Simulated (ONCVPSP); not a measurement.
**Reading a pseudo-wave (C)**

Columns: radius, all-electron u(r) and pseudo u(r) of the 2p shell (level -16.91 eV) of carbon in the configuration [He] 2s2 2p1; PBEsol, scalar-relativistic, ONCV scheme, ONCVPSP 4.0.1.

```tsv
r (bohr)	all-electron	pseudo
0.098	0.0530	0.0240
0.195	0.1617	0.0913
0.292	0.2846	0.1923
0.390	0.4031	0.3146
0.488	0.5068	0.4416
0.585	0.5922	0.5583
0.682	0.6605	0.6559
0.780	0.7128	0.7297
0.878	0.7491	0.7775
0.975	0.7709	0.8019
1.072	0.7805	0.8079
1.170	0.7798	0.8005
1.268	0.7704	0.7841
1.365	0.7543	0.7622
1.463	0.7326	0.7364
1.560	0.7070	0.7086
1.658	0.6782	0.6786
1.755	0.6475	0.6476
1.852	0.6155	0.6155
1.950	0.5825	0.5825
2.047	0.5496	0.5496
2.145	0.5167	0.5167
2.242	0.4848	0.4848
2.340	0.4535	0.4535
2.438	0.4232	0.4232
2.535	0.3945	0.3945
```

(1) How many radial nodes do the two functions have?

(2) At about which radius was the pseudo-wave matched?

(3) Is the pseudo-wave norm-conserving?

Answers

(1) The all-electron 2p function has n − l − 1 = 0; the pseudo-wave has 0.

(2) 1.95 bohr. The columns agree to 0.0005 from 1.66 bohr on; several derivatives are matched, so the curves merge somewhat inside the radius.

(3) Yes: the ONCV scheme keeps the norm inside the radius equal to the all-electron one, which fixes the energy derivative of the logarithmic derivative at the level.
